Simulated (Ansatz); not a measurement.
Gas-phase electronic energies from Ansatz, PBE0-D4/def2-TZVP geometries. CBS: MP2 limit from def2 TZ/QZ plus the TZ coupled-cluster correction, frozen cores. This one scheme is used for every species. DFT in def2-TZVPP. For Br outer-core shells are correlated without core-valence functions, which leaves a few kJ/mol of doubt a bond. Scalar relativity is left out up to krypton.

Reaction (ligand exchange at the Si–Br bond): `F[Si](Br)(Br)Br` + HCl → `F[Si](Cl)(Br)Br` + HBr

`F[Si](Br)(Br)Br`:

Cartesian coordinates in Å:
```
F -1.516 -0.304 -0.628
Si -0.082 -0.016 -0.034
Br 1.307 -1.470 -0.886
Br 0.485 2.018 -0.589
Br -0.194 -0.228 2.137
```

HCl:

```xyz
2

Cl    0.026   -0.295    0.567
H    -0.026    0.295   -0.567
```

`F[Si](Cl)(Br)Br`:

Cartesian coordinates in Å:
```
F 0.483 -0.794 -1.375
Si 0.006 -0.027 -0.082
Cl -1.503 1.206 -0.608
Br 1.694 1.116 0.694
Br -0.680 -1.501 1.372
```

HBr:

Cartesian coordinates in Å:
```
Br -0.302 -0.244 0.595
H 0.302 0.244 -0.595
```

```tsv
level	ΔE (kJ/mol)
r2SCAN0-D4	-6.9
ωB97X-V	-7.6
ωB97M-V	-7.6
PBE-QIDH	-5.6
CCSD/def2-SVP	-11.8
HF/def2-TZVPP	-10.0
MP2/def2-TZVPP	-4.7
CCSD/def2-TZVPP	-6.8
```

(1) What does CCSD(T)/CBS give? (Best estimate.)

Largest T1 diagnostic among the species: 0.008.

Results:

(1) Computed: -4.4 kJ/mol. The listed levels differ from it by -2.5, -3.2, -3.2, -1.2, -7.4, -5.6, -0.3, -2.4 kJ/mol.

At CCSD(T), def2-SVP lies −6.9 kJ/mol from the extrapolated value and def2-TZVPP −2.1 kJ/mol. Leaving LDA and LC-ωPBE aside and taking each functional with its dispersion term where it has one, the values, not all of them listed here, spread over 5.8 kJ/mol, from B97M-V to PBE-D4. In def2-TZVPP, CCSD(T) changes the Hartree–Fock value by +3.5 kJ/mol (the triples alone add +0.4 kJ/mol) and MP2 by +5.3 kJ/mol.

CCSD(T)/CBS has its own doubt, a few kJ/mol and more with outer-core shells, so smaller differences from it don't rank the levels.
